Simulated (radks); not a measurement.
Values are calculated unless marked as measured or tabulated.
Orbital eigenvalues (eV) of the scandium ion Sc3+, [Ar], of relativity; Dirac values are averaged over j with weights 2j + 1. Spin-unpolarised spherical Kohn-Sham, BLYP, point nucleus unless stated (finite: rms radius 3.5459 fm), a radial shooting solver on a logarithmic mesh with Libxc functionals. A level marked "c x" has the speed of light scaled by that factor and shares open shells by 2j + 1; other Dirac levels either fill j = l - 1/2 first or share by 2j + 1.

| shell | non-rel. |
|---|---|
| 1s | -4405.3 |
| 2s | -502.78 |
| 2p | -421.10 |
| 3s | -85.557 |
| 3p | -64.415 |
| 3d (empty) | -32.466 |
| 4s (empty) | -25.387 |

Give the values at the level "Dirac, 2j+1 shares, finite nucleus".

Answer. 
shell       Dirac, 2j+1 shares, finite nucleus  change of magnitude (%)
1s                                     -4431.1                    +0.59
2s                                     -507.43                    +0.93
2p                                     -421.52                    +0.10
3s                                     -86.193                    +0.74
3p                                     -64.439                    +0.04
3d (empty)                             -32.293                    -0.53
4s (empty)                             -25.499                    +0.44
